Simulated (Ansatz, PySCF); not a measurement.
Gas-phase reaction in SMILES: F[Se](F)F -> F[Se]F [fluoro selenohypofluorite] + F atom (the F-Se bond at the site shown breaks; other sites are not compared here)
Each molecule is optimised on its own at B3LYP-D3(BJ)/def2-TZVP (Ansatz, an electronic-structure program). A spin state is the lowest found, not a proven ground state.

Quantity: bond dissociation energy (0 K, with B3LYP-D3(BJ) harmonic zero-point energies from PySCF), in eV. Valence correlation only, unless marked. UHF or UKS for open shells. No spin-orbit coupling. The frozen core is the preceding noble-gas configuration, with the filled d and f shells of earlier blocks. Non-relativistic. CBS(X,Y): correlation extrapolated as X^-3; Hartree-Fock from the larger set. [CCSD(T)-MP2]/basis is that difference in the basis named.

```
level                                                     program  bond dissociation energy (eV)
-------------------------------------------------  --------------  -----------------------------
HF/6-31G                                                   Ansatz                          -0.26
HF/6-31G*                                                  Ansatz                           0.75
B97M-V/def2-TZVPD                                          Ansatz                           2.84
PBE0/STO-3G                                                Ansatz                           0.14
PBE0/def2-TZVP                                             Ansatz                           2.74
HSE06-D4/def2-TZVPD                                Ansatz + dftd4                           2.78
LC-wPBE-D4/def2-TZVPD                              Ansatz + dftd4                           2.79
LC-wPBE/def2-TZVPD                                         Ansatz                           2.77
wB97X-V/def2-TZVPD                                         Ansatz                           2.67
PBE-QIDH/def2-TZVPD                                        Ansatz                           2.59
RI-MP2/cc-pVTZ                                             Ansatz                           2.77
CCSD/aug-cc-pVDZ                                           Ansatz                           2.31
CCSD(T)/6-31G                                              Ansatz                           1.30
CCSD(T)/aug-cc-pVDZ                                        Ansatz                           2.48
RI-MP2/CBS(cc-pVTZ,cc-pVQZ)+[CCSD(T)-MP2]/cc-pVTZ          Ansatz                           2.63
```
